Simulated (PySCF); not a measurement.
A structure optimised at PBE-D3(BJ)/def2-SVP, used in a PySCF frequency run:

```
In
O 1 2.0089
H 2 0.9792 1 108.20
Cl 1 2.3590 2 119.61 3 0.00
Br 1 2.4748 2 119.83 3 180.00
```

Write its SMILES, formula and point group.

[OH][In]([Cl])[Br], BrClHInO, Cs

What are its rotational constants (standard atomic weights)?

2.9722, 1.0030, 0.74991 GHz
